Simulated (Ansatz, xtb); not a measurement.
**Relative energy of two isomers of ClGeH5OSi**

Structure I is `[OH][Ge@@H]([SiH3])[Cl]`, a singlet and structure II is `O[SiH2][GeH2][Cl]`, a singlet. Both are isolated molecules in the gas phase, relaxed with PBE-D3(BJ)/def2-SVP; the shapes shown needn't be the lowest conformers.

I (Å):

```tsv
atom	x (Å)	y (Å)	z (Å)
Cl	-2.7785	-3.2498	-1.4243
Ge	-1.3549	-1.5740	-1.4983
O	-2.1439	-0.1113	-0.8135
Si	0.4353	-2.1211	-0.0156
H	-2.9186	0.1523	-1.3461
H	-1.0532	-1.3673	-3.0126
H	1.0699	-3.3918	-0.5051
H	-0.1419	-2.3251	1.3544
H	1.4567	-1.0183	0.0048
```

II (Å):

```tsv
atom	x (Å)	y (Å)	z (Å)
Cl	-0.2627	-2.4752	-0.6229
Ge	-2.3642	-1.9695	-0.2384
O	-2.0012	1.2416	-0.7216
Si	-2.3855	0.2690	0.5980
H	-1.7681	2.1624	-0.5096
H	-1.3803	0.3851	1.7161
H	-3.7512	0.5794	1.1659
H	-2.8846	-3.0052	0.7967
H	-3.1208	-2.1544	-1.5803
```

Quicker runs give these differences E(II) − E(I): GFN2-xTB −51.4 kJ/mol; HF/STO-3G −9.6 kJ/mol (at GFN2-xTB geometries); r2SCAN-D4/def2-SVP −35.6 kJ/mol (at GFN2-xTB geometries).

Question: Estimate E(II) − E(I) at the level CCSD(T)/def2-SVP + ΔMP2/def2-TZVPP.

Answer: Calculated at CCSD(T)/def2-SVP + ΔMP2/def2-TZVPP: E(II) − E(I) = −38.3 kJ/mol, so structure II lies lower.

The same difference at several levels:

```csv
level,geometry,E(II) − E(I) (kJ/mol),departure from the last row (kJ/mol),"job, with rough time for the two"
GFN2-xTB,GFN2-xTB,−51.4,−13.0,"optimisation, 0.57 s"
HF/STO-3G,GFN2-xTB,−9.6,+28.7,"single point, 1.2 s"
r2SCAN-D4/def2-SVP,GFN2-xTB,−35.6,+2.7,"single point, 7.5 s"
PBE-D3(BJ)/def2-SVP,PBE-D3(BJ)/def2-SVP,−23.8,+14.5,"optimisation, 1.8 min"
HF/def2-SVP,PBE-D3(BJ)/def2-SVP,−37.4,+0.9,part of the CCSD(T) run
MP2/def2-SVP,PBE-D3(BJ)/def2-SVP,−27.1,+11.2,part of the CCSD(T) run
CCSD(T)/def2-SVP,PBE-D3(BJ)/def2-SVP,−26.6,+11.7,single point
CCSD(T)/def2-SVP + ΔMP2/def2-TZVPP,PBE-D3(BJ)/def2-SVP,−38.3,,"single point, 63 s"
```

As drawn, II has 1 O–Si, 1 Ge–H in place of 1 Ge–O, 1 Si–H.

None of the levels shown reverses the order. The largest departure from CCSD(T)/def2-SVP + ΔMP2/def2-TZVPP is that of HF/STO-3G, 28.7 kJ/mol. The last row adds to CCSD(T) the change of the MP2 difference between the two basis sets, here −11.7 kJ/mol.

With harmonic frequencies from PBE-D3(BJ)/def2-SVP (ideal gas, rigid rotor, one conformer each, 298.15 K, 1 atm): on the last row, ΔE + ΔZPE = −37.4 kJ/mol. A mode under 50 cm⁻¹ makes harmonic enthalpies and free energies unreliable, so none is given.

The correlated steps freeze 20 core orbitals; the filled d shell of Ge is correlated, in a basis made for valence electrons. Run with Ansatz 0.2.0, xtb 6.7.1; the last row on 2 threads of AMD EPYC (Zen 3) on a shared host.
